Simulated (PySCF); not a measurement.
C₅H₆Se.
SMILES with atom numbers: `[CH:1]#[C:2][C:3](=[CH2:4])[Se:5][CH3:6]` (hydrogens: H7 on C1; H8, H9 on C4; H10, H11, H12 on C6)

Geometry (PBE0-D3(BJ)/def2-SVP, Å), atoms numbered from 1 in this order:
```
atom  x, y, z in Å
C1    -0.8914    1.8673    0.0091
C2    -0.7888    0.6573   -0.0092
C3    -0.6283   -0.7549   -0.0295
C4    -1.6726   -1.6020   -0.0630
Se5    1.1618   -1.4449   -0.0111
C6     2.1716    0.2063    0.0605
H7    -1.0019    2.9357    0.0247
H8    -1.5289   -2.6853   -0.0775
H9    -2.6945   -1.2178   -0.0768
H10    3.2270   -0.0989    0.0753
H11    1.9784    0.8213   -0.8270
H12    1.9379    0.7687    0.9728
```

Level: CAM-B3LYP/def2-SVPD in PySCF, non-relativistic, on one gas-phase PBE0-D3(BJ)/def2-SVP geometry that isn't relaxed in the solvent. The solvent is an IEF-PCM continuum (cavity from Bondi-type radii × 1.2), and excitations are vertical TDDFT with non-equilibrium linear response and a frozen core. Specific hydrogen bonds and non-electrostatic terms are outside this model. Spin–orbit coupling is left out although an atom past zinc is present.

Gas-phase singlets (H = HOMO, L = LUMO):

```csv
state,E (eV),λ (nm),f,leading configuration
S1,4.493,276,0.001,H→L+1 86%
S2,4.579,271,0.124,H→L 97%
S3,5.376,231,0.002,H→L+2 62%
S4,5.475,226,0.001,H-2→L 72%
S5,5.732,216,0.099,H-1→L 74%
```

Task: Give the list for tetrahydrofuran (ε = 7.426), n² = 1.97.

Result: 
| state | E (eV) | λ (nm) | f | leading configuration | change by rank (eV) |
| --- | --- | --- | --- | --- | --- |
| S1 | 4.538 | 273 | 0.168 | H→L 97% | +0.045 |
| S2 | 4.578 | 271 | 0.002 | H→L+1 86% | -0.001 |
| S3 | 5.426 | 228 | 0.004 | H→L+2 44% | +0.050 |
| S4 | 5.504 | 225 | 0.004 | H-2→L 50% | +0.029 |
| S5 | 5.716 | 217 | 0.136 | H-1→L 79% | -0.016 |

Task: What are the lowest 5 singlets in methanol (ε = 32.61)?

Result: 
| state | E (eV) | λ (nm) | f | leading configuration | change by rank (eV) |
| --- | --- | --- | --- | --- | --- |
| S1 | 4.561 | 272 | 0.161 | H→L 97% | +0.068 |
| S2 | 4.604 | 269 | 0.002 | H→L+1 86% | +0.025 |
| S3 | 5.438 | 228 | 0.003 | H-2→L 49% | +0.062 |
| S4 | 5.514 | 225 | 0.005 | H→L+2 44% | +0.039 |
| S5 | 5.731 | 216 | 0.129 | H-1→L 78% | -0.001 |

Task: How do the frontier levels move from gas to methanol?

Result: 
```json
{"orbital": "LUMO+2", "gas (eV)": "1.10", "solvent (eV)": "1.13", "change (eV)": "+0.03", "Löwdin shares, gas": "Se5 60 %, C1 7 %, C6 7 %, C2 5 %", "Löwdin shares, solvent": "Se5 68 %, C6 7 %"}
{"orbital": "LUMO+1", "gas (eV)": "0.70", "solvent (eV)": "0.76", "change (eV)": "+0.06", "Löwdin shares, gas": "Se5 57 %, C1 8 %, C3 8 %, C6 6 %", "Löwdin shares, solvent": "Se5 56 %, C1 10 %, C3 9 %, C2 7 %"}
{"orbital": "LUMO", "gas (eV)": "-0.04", "solvent (eV)": "-0.06", "change (eV)": "-0.02", "Löwdin shares, gas": "C4 26 %, C3 22 %, C1 16 %, C2 13 %", "Löwdin shares, solvent": "C4 27 %, C3 22 %, C1 16 %, C2 13 %"}
{"orbital": "HOMO", "gas (eV)": "-7.29", "solvent (eV)": "-7.37", "change (eV)": "-0.08", "Löwdin shares, gas": "Se5 52 %, C4 17 %, C3 13 %, C6 8 %", "Löwdin shares, solvent": "Se5 52 %, C4 17 %, C3 14 %, C6 8 %"}
{"orbital": "HOMO-1", "gas (eV)": "-9.00", "solvent (eV)": "-9.07", "change (eV)": "-0.07", "Löwdin shares, gas": "C1 28 %, C2 25 %, Se5 16 %, C3 14 %", "Löwdin shares, solvent": "C1 27 %, C2 25 %, Se5 17 %, C3 14 %"}
{"orbital": "HOMO-2", "gas (eV)": "-9.43", "solvent (eV)": "-9.47", "change (eV)": "-0.04", "Löwdin shares, gas": "C1 36 %, C2 33 %, Se5 17 %, C3 6 %", "Löwdin shares, solvent": "C1 36 %, C2 33 %, Se5 17 %, C3 6 %"}
{"orbital": "HOMO-3", "gas (eV)": "-10.69", "solvent (eV)": "-10.68", "change (eV)": "+0.01", "Löwdin shares, gas": "Se5 44 %, C6 19 %, C3 11 %, C2 10 %", "Löwdin shares, solvent": "Se5 44 %, C6 19 %, C3 10 %, C2 9 %"}
```

The HOMO–LUMO gap goes from 7.24 to 7.31 eV.
